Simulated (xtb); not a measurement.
C4H10N2, SMILES C/N=C\CCN. All values are semi-empirical tight-binding results from xtb (GFN2-xTB unless named), good for trends rather than for accurate numbers. Coordinates come from a GFN2-xTB optimisation. The structure was generated by enumeration; whether it is a known compound was not checked. The values are those of a single conformer.

Optimised geometry:

```xyz
16

C      2.3284     0.2288     0.4713
N      1.7802    -0.7463    -0.4190
C      0.6178    -0.7028    -0.8893
C     -0.4835     0.2953    -0.6681
C     -1.3936    -0.1711     0.4910
N     -2.5245     0.6911     0.7578
H      2.5538    -0.2781     1.4110
H      1.6935     1.0965     0.6808
H      3.2749     0.5666     0.0464
H      0.3541    -1.5384    -1.5324
H     -0.0805     1.2834    -0.4330
H     -1.0799     0.3750    -1.5803
H     -1.7811    -1.1682     0.2650
H     -0.8019    -0.2386     1.4081
H     -2.2134     1.6282     0.9918
H     -3.1236     0.7578    -0.0585
```
Charge 0, spin multiplicity 1.

**Question.** Estimate the properties. (Estimate from the structure and the level; the computed values follow.)

**Answer.** 
```json
{
 "orbital_gap": "3.60 eV",
 "dipole_moment": "2.17 D",
 "zero_point_energy": "87.5 kcal/mol",
 "G − E(el) at 298.15 K (modified RRHO)": "67.3 kcal/mol",
 "static polarisability (D4 model)": "67.3 bohr³",
 "solvation energy, GFN2-xTB/ALPB(water)": "-4.6 kcal/mol",
 "solvation energy, GFN2-xTB/ALPB(chcl3)": "-6.5 kcal/mol"
}
```

Computed IR lines (harmonic; lines under 4 % of the strongest left out, lines within 3 cm⁻¹ merged):
ν (cm⁻¹): 298 (w), 326 (m), 386 (w), 588 (w), 917 (vs), 944 (s), 1020 (vs), 1057 (m), 1100 (w), 1117 (w), 1152 (w), 1325 (m), 1352 (m), 1468 (w), 1573 (m), 1756 (s), 2917 (m), 2968 (m), 2979 (m), 2983 (w), 2998 (s), 3384 (w), 3414 (w) (against the strongest line: vs over 80 %, s over 45 %, m over 15 %, w over 4 %, vw less)

Computed atomic charges and the Wiberg bond orders between heavy atoms:
charges (e) C1 -0.02, N2 -0.23, C3 0.07, C4 -0.08, C5 0.02, N6 -0.34, H7 0.05, H8 0.02, H9 0.05, H10 0.04, H11 0.03, H12 0.03, H13 0.04, H14 0.04, H15 0.14, H16 0.14. Bond orders C1–N2 1.04, N2–C3 1.92, C3–C4 1.00, C4–C5 0.96, C5–N6 1.03.
